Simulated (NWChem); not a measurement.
System: C$_{2}$H$_{5}$ClOSi; SMILES O[SiH2]/C=C/Cl

The following NWChem deck was run.

```
start job
memory heap 200 mb stack 900 mb global 1100 mb
geometry units angstroms noautoz
  O     -0.789752    -2.774886     0.298575
  Si     0.434437    -1.747452    -0.173987
  C     -0.167993     0.000780    -0.433633
  C      0.320570     1.011711     0.290351
  Cl    -0.166917     2.659788     0.120009
  H     -1.255777    -2.545201     1.107803
  H      1.530628    -1.669209     0.843738
  H      0.942093    -2.326759    -1.445950
  H     -0.934647     0.224868    -1.185309
  H      1.086143     0.887103     1.063341
end
basis spherical
  * library def2-tzvp
end
dft
  xc b3lyp
  iterations 150
  semidirect filesize 400000000
  mulliken
end
task dft energy
```

Parts of the log:

```
             Northwest Computational Chemistry Package (NWChem) 7.3.0
             --------------------------------------------------------

 C1  symmetry detected

                             Geometry "geometry" -> ""
                             -------------------------

 Output coordinates in angstroms (scale by  1.889725989 to convert to a.u.)

  No.       Tag          Charge          X              Y              Z
 ---- ---------------- ---------- -------------- -------------- --------------
    1 O                    8.0000    -0.82681283    -2.75698620     0.10741679
    2 Si                  14.0000     0.48209566    -1.73541138    -0.03651932
    3 C                    6.0000    -0.02321103     0.00522918    -0.48539419
    4 C                    6.0000     0.25323542     1.03223189     0.32310498
    5 Cl                  17.0000    -0.16587878     2.67492423    -0.00662661
    6 H                    1.0000    -1.49419089    -2.51241846     0.75516489
    7 H                    1.0000     1.26156356    -1.63296839     1.23841444
    8 H                    1.0000     1.31413899    -2.33879210    -1.11115261
    9 H                    1.0000    -0.55687220     0.21152273    -1.42115021
   10 H                    1.0000     0.78031688     0.92582675     1.27704722

 Effective nuclear repulsion energy (a.u.)     254.2653130977

                                 NWChem DFT Module
                                 -----------------

 Summary of "ao basis" -> "ao basis" (spherical)
 ------------------------------------------------------------------------------
       Tag                 Description            Shells   Functions and Types
 ---------------- ------------------------------  ------  ---------------------
 O                         def2-tzvp                11       31   5s3p2d1f
 Si                        def2-tzvp                13       37   5s5p2d1f
 C                         def2-tzvp                11       31   5s3p2d1f
 Cl                        def2-tzvp                13       37   5s5p2d1f
 H                         def2-tzvp                 4        6   3s1p

            General Information
            -------------------
          SCF calculation type: DFT
          Wavefunction type:  closed shell.
          No. of atoms     :    10
          No. of electrons :    56
           Alpha electrons :    28
            Beta electrons :    28
          Charge           :     0
          Spin multiplicity:     1
          Use of symmetry is: off; symmetry adaption is: off
          Maximum number of iterations: 150
          AO basis - number of functions:   197
                     number of shells:    79
          Convergence on energy requested:  1.00D-06
          Convergence on density requested:  1.00D-05
          Convergence on gradient requested:  5.00D-04

              XC Information
              --------------
                         B3LYP Method XC Potential
                     Hartree-Fock (Exact) Exchange  0.200
                        Slater Exchange Functional  0.800 local
                    Becke 1988 Exchange Functional  0.720 non-local
              Lee-Yang-Parr Correlation Functional  0.810
                  VWN I RPA Correlation Functional  0.190 local

             Grid Information
             ----------------
          Grid used for XC integration:  medium
          Radial quadrature: Mura-Knowles
          Angular quadrature: Lebedev.
          Tag              B.-S. Rad. Rad. Pts. Rad. Cut. Ang. Pts.
          ---              ---------- --------- --------- ---------
          O                   0.60       49          13.0       434
          Si                  1.10       88          11.0       590
          C                   0.70       49          11.0       434
          Cl                  1.00       88          13.0       590
          H                   0.35       45          13.0       434
          Grid pruning is: on
          Number of quadrature shells:   548
          Spatial weights used:  Erf1

      Superposition of Atomic Density Guess
      -------------------------------------

 Sum of atomic energies:        -900.93910876

      Non-variational initial energy
      ------------------------------

 Total energy =    -902.992715
 1-e energy   =   -1747.773522
 2-e energy   =     590.515494
 HOMO         =      -0.311450
 LUMO         =      -0.015125

------------------------------------------------------------
EAF file 0: "./job.aoints.0" size=637009920 bytes
------------------------------------------------------------
               write      read    awrite     aread      wait
               -----      ----    ------     -----      ----
     calls:     1215         0         0         0         0
   data(b): 6.37e+08  0.00e+00  0.00e+00  0.00e+00
   time(s): 0.00e+00  0.00e+00  0.00e+00  0.00e+00  0.00e+00
rate(mb/s): 0.00e+00  0.00e+00
------------------------------------------------------------

     ---------------------------------------------
      Total Density - Mulliken Population Analysis
     ---------------------------------------------

    Atom       Charge   Shell Charges
 -----------   ------   -------------------------------------------------------
    1 O    8     8.85   0.79  1.18  0.59  0.95  0.24  2.03  2.21  0.84  0.00  0.01  0.00
    2 Si  14    13.28   2.00  0.59  1.39  0.83  0.41  4.11  1.73  0.50  1.07  0.32  0.15  0.15  0.04
    3 C    6     6.53   0.86  1.12  0.58  0.67  0.11  1.27  1.45  0.43  0.01  0.04  0.01
    4 C    6     5.81   0.86  1.12  0.55  0.62  0.10  1.01  1.15  0.29  0.02  0.09  0.01
    5 Cl  17    17.17   2.01  0.45  1.52  1.11  0.82  4.19  1.69  1.09  2.84  1.42  0.01  0.03  0.00
    6 H    1     0.55   0.20  0.25  0.06  0.04
    7 H    1     1.07   0.23  0.55  0.28  0.01
    8 H    1     1.05   0.23  0.54  0.27  0.01
    9 H    1     0.83   0.23  0.44  0.13  0.02
   10 H    1     0.85   0.24  0.45  0.13  0.02

   convergence    iter        energy       DeltaE   RMS-Dens  Diis-err
 ---------------- ----- ----------------- --------- --------- ---------
 d= 0,ls=0.0,diis     1   -904.1848007047 -1.16D+03  5.14D-03  1.54D+00
 d= 0,ls=0.0,diis     2   -904.1055804015  7.92D-02  3.98D-03  1.78D+00
 d= 0,ls=0.0,diis     3   -904.2593682522 -1.54D-01  1.21D-03  2.92D-01
 d= 0,ls=0.0,diis     4   -904.2885613581 -2.92D-02  3.51D-04  7.68D-03
 d= 0,ls=0.0,diis     5   -904.2892463355 -6.85D-04  1.31D-04  2.98D-03
  Resetting Diis
 d= 0,ls=0.0,diis     6   -904.2895959535 -3.50D-04  3.35D-05  7.68D-05
 d= 0,ls=0.0,diis     7   -904.2896036390 -7.69D-06  1.81D-05  5.83D-06
 d= 0,ls=0.0,diis     8   -904.2896030338  6.05D-07  1.01D-05  1.16D-05
 d= 0,ls=0.0,diis     9   -904.2896042842 -1.25D-06  1.15D-06  1.56D-07
 d= 0,ls=0.0,diis    10   -904.2896042976 -1.34D-08  2.77D-07  7.76D-09

         Total DFT energy =     -904.289604297620
      One electron energy =    -1752.002524243166
           Coulomb energy =      664.019273808942
    Exchange-Corr. energy =      -70.571666961096
 Nuclear repulsion energy =      254.265313097701

 Numeric. integr. density =       55.999995791253

                       DFT Final Molecular Orbital Analysis
                       ------------------------------------

 Vector   26  Occ=2.000000D+00  E=-3.276402D-01
              MO Center= -3.6D-02,  6.7D-01,  1.4D-01, r^2= 7.1D+00
   Bfn.  Coefficient  Atom+Function         Bfn.  Coefficient  Atom+Function
  ----- ------------  ---------------      ----- ------------  ---------------
   147      0.365642   5 Cl pz              150      0.250228   5 Cl pz
   144      0.181342   5 Cl pz                8      0.175656   1 O  pz
   145      0.146208   5 Cl px               11      0.143831   1 O  pz
   138     -0.144362   5 Cl pz              175     -0.125367   7 H  s
   176     -0.121202   7 H  s                 6      0.110458   1 O  px

 Vector   27  Occ=2.000000D+00  E=-3.130562D-01
              MO Center= -6.7D-02, -2.4D-01,  1.0D-01, r^2= 6.6D+00
   Bfn.  Coefficient  Atom+Function         Bfn.  Coefficient  Atom+Function
  ----- ------------  ---------------      ----- ------------  ---------------
   147      0.234772   5 Cl pz               75      0.182894   3 C  py
     8     -0.177695   1 O  pz              150      0.168885   5 Cl pz
   146      0.162599   5 Cl py               78      0.150201   3 C  py
    11     -0.147262   1 O  pz                7      0.144526   1 O  py
   175      0.140752   7 H  s               145      0.139909   5 Cl px

 Vector   28  Occ=2.000000D+00  E=-2.773004D-01
              MO Center=  9.5D-03,  9.9D-01, -1.2D-01, r^2= 3.4D+00
   Bfn.  Coefficient  Atom+Function         Bfn.  Coefficient  Atom+Function
  ----- ------------  ---------------      ----- ------------  ---------------
   145      0.284315   5 Cl px              148      0.229136   5 Cl px
    74     -0.224867   3 C  px               77     -0.197523   3 C  px
   105     -0.184651   4 C  px              108     -0.163096   4 C  px
   147     -0.156618   5 Cl pz              142      0.144973   5 Cl px
   150     -0.126518   5 Cl pz               76      0.124983   3 C  pz

 Vector   29  Occ=0.000000D+00  E=-4.517428D-02
              MO Center=  9.9D-02,  1.7D-01, -2.9D-02, r^2= 4.0D+00
   Bfn.  Coefficient  Atom+Function         Bfn.  Coefficient  Atom+Function
  ----- ------------  ---------------      ----- ------------  ---------------
   111      0.424891   4 C  px               80     -0.335332   3 C  px
   105      0.275158   4 C  px               50     -0.265474   2 Si py
    82      0.264461   3 C  pz              108      0.258080   4 C  px
   113     -0.248354   4 C  pz                5     -0.240472   1 O  s
   148     -0.201418   5 Cl px               74     -0.190589   3 C  px

[...]
```

Level: B3LYP/def2-TZVP. All runs use the structure optimised with PBE0/def2-SVP.
